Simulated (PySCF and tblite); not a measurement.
propiophenone, C9H10O, numbered as in [CH3:1][CH2:2][C:3](=[O:4])[c:5]1[cH:6][cH:7][cH:8][cH:9][cH:10]1. Geometries PBE0-D3(BJ)/def2-SVP; weights from PBE0-D3(BJ)/def2-SVPD (IEF-PCM, chloroform) energies and GFN2-xTB thermal corrections, with symmetry numbers and mirror pairs. Conformers within 3 kcal/mol (GFN2-xTB free energy) were kept, 7 at most. GIAO shieldings: PBE0/pcSseg-1 (IEF-PCM, chloroform). Couplings: B3LYP/pcSseg-1 with pcJ-1 on H (gas phase; spin-dipole term only for pairs with B, N, F, Si or P). Shifts are against TMS (¹H), TMS (¹³C) at the same level. (PySCF 2.14, tblite 0.8.)

Torsions listed: C1–C2–C3–O4, O4–C3–C5–C6. Of a mirror pair one member is shown.

Two conformers hold nearly all the population. I: -1°, 180°; δ(C1) = 9.41 ppm. II: -100°, 5°; δ(C1) = 15.07 ppm. The average over the ensemble at 298.15 K is 10.11 ppm.

Problem. What populations and free-energy difference follow from a two-state model?

Solution. p(I) = (10.11 − 15.07)/(9.41 − 15.07) = 0.88, so K = p(II)/p(I) = 0.14 and G(II) − G(I) = −RT ln K = 1.16 kcal/mol. One of the two counts twice, as a mirror pair, which this difference holds. The weights computed directly are 87.6 % and 12.4 %.
